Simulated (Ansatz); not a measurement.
`CI`: measurement beside calculation (Ansatz, PBE0-D4/def2-TZVP geometry).

Z-matrix (Å, degrees):
```
C
I 1 2.129
H 1 1.086 2 107.7
H 1 1.086 2 107.7 3 120.0
H 1 1.086 2 107.7 3 -120.0
```

Measured: 3060.07846 ± 3e-05 cm⁻¹ (nu4 band origin, degenerate asymmetric C-H stretch (E), fundamental, 12CH3I, optical frequency comb Fourier transform spectroscopy); 3062.04686 ± 5e-05 cm⁻¹ (nu3+nu4-nu3 hot band origin, 12CH3I, optical frequency comb Fourier transform spectroscopy); 2971 cm⁻¹ (nu1 band centre, symmetric C-H stretch (A1), fundamental, 12CH3I, optical frequency comb Fourier transform spectroscopy). Source: Line Positions and Intensities of the {\nu}$_4$ Band of Methyl Iodide Using Mid-Infrared Optical Frequency Comb Fourier Transform Spectroscopy, 2020 (arxiv:2007.03718).

Harmonic PBE0-D4 wavenumbers (cm⁻¹, unscaled): 558, 898, 898, 1280, 1461, 1462, 3100, 3216, 3216. Fundamentals include anharmonicity and usually lie a few per cent under these; harmonic values from spectra compare directly.
